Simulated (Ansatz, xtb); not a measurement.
Molecule: AuCl, net charge 0, triplet state. The spin state was set by rule; other spins were not relaxed. 
Geometry from a B3LYP-D3(BJ)/def2-TZVP (Ansatz, a first-principles code) optimisation:
```
Au
Cl 1 2.3959
```
Charge 0, spin multiplicity 3.

Harmonic wavenumbers from GFN2-xTB (xtb, at its own minimum), cm⁻¹: 125.

### Question
Give the harmonic wavenumbers at B3LYP-D3(BJ)/def2-TZVP (Ansatz, finite differences of forces, unscaled).

### Answer
232 cm⁻¹. Zero-point energy 0.3 kcal/mol.

### Question
From these and the geometry, give the ideal-gas thermochemistry at 298.15 K and 1 atm (rigid rotor, harmonic oscillator).

### Answer
Point group C∞v, rotational symmetry number 1. Rotational constants 2.93, 2.93 GHz. S(trans) 42.23, S(rot) 17.21, S(vib) 1.86, S(elec, spin only) 2.18, S 63.5 cal/(mol K). H(298) - H(0) 2.39 kcal/mol; G - E(el) -16.2 kcal/mol.
